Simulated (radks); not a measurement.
Values are calculated unless marked as measured or tabulated.
How relativity changes the ionisation of the boron ion B+ ([He] 2s2) to B2+ ([He] 2s1). Spin-unpolarised spherical Kohn-Sham, LDA (Slater exchange, Perdew-Wang correlation), point nucleus unless stated (finite: rms radius 2.406 fm), a radial shooting solver on a logarithmic mesh with Libxc functionals. A level marked "c x" has the speed of light scaled by that factor.

\begin{tabular}{lrrrrr}
level & E(B+) (hartree) & E(B2+) (hartree) & IE (eV) & HOMO & <r> HOMO (bohr) \\ \hline
non-rel. & -24.03731 & -23.10790 & 25.291 & 2s & 1.788 \\
scalar-rel. & -24.04481 & -23.11513 & 25.298 & 2s & 1.787 \\
scalar-rel., finite nucleus & -24.04481 & -23.11513 & 25.298 & 2s & 1.787 \\
Dirac & -24.04481 & -23.11513 & 25.298 & 2s1/2 & 1.787 \\
Dirac, finite nucleus & -24.04481 & -23.11513 & 25.298 & 2s1/2 & 1.787 \\
Dirac, c x 0.75 & -24.05065 & -23.12076 & 25.304 & 2s1/2 & 1.787 \\
Dirac, c x 2 & -24.03919 & -23.10970 & 25.293 & 2s1/2 & 1.788 \\
Dirac, c x 3 & -24.03815 & -23.10870 & 25.292 & 2s1/2 & 1.788 \\
\end{tabular}

NIST Atomic Spectra Database: 25.155 eV (measured). The relativistic part of the total energy of B+ is -0.007498 hartree (Dirac, finite nucleus), 0.031 % of the non-relativistic value. Spin polarisation and multiplet splitting of open shells are left out at every level.

Beside tabulated values, note that spin-unpolarised runs miss the spin-polarisation part of the exchange energy of open shells.
